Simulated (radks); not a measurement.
Values are calculated unless marked as measured or tabulated.
Initial-state core-level shifts of the nickel ion Ni3+ when its valence configuration changes from [Ar] 3d7. Code: a radial shooting solver on a logarithmic mesh with Libxc functionals. Model: scalar-relativistic Kohn-Sham, SCAN, spin-polarised, spherical densities, finite nucleus; open shells are filled with parallel spins first; meta-GGA in the generalised Kohn-Sham scheme; Fermi nuclear charge, rms radius 3.7757 fm. Shifts are changes of the shell-averaged eigenvalues in eV (positive: less bound); the change of the density at the nucleus, which sets a Mossbauer isomer shift, is in e/bohr^3, on a base of 1.976e+04.

3d6 4p1: 1s -10.721; 2s -11.753; 2p -11.696; 3p -9.551; density at nucleus +3.838
3d5 4p2: 1s -22.065; 2s -24.301; 2p -24.196; 3p -19.195; density at nucleus +8.434
3d4.5 4p2.5: 1s -28.498; 2s -31.446; 2p -31.305; 3p -24.573; density at nucleus +11.315
3d5.5 4p1.5: 1s -16.305; 2s -17.918; 2p -17.834; 3p -14.358; density at nucleus +6.041
3d5 4s1 4p1: 1s -20.821; 2s -23.083; 2p -22.988; 3p -17.962; density at nucleus +27.005
3d6.5 4p0.5: 1s -5.293; 2s -5.791; 2p -5.761; 3p -4.767; density at nucleus +1.832
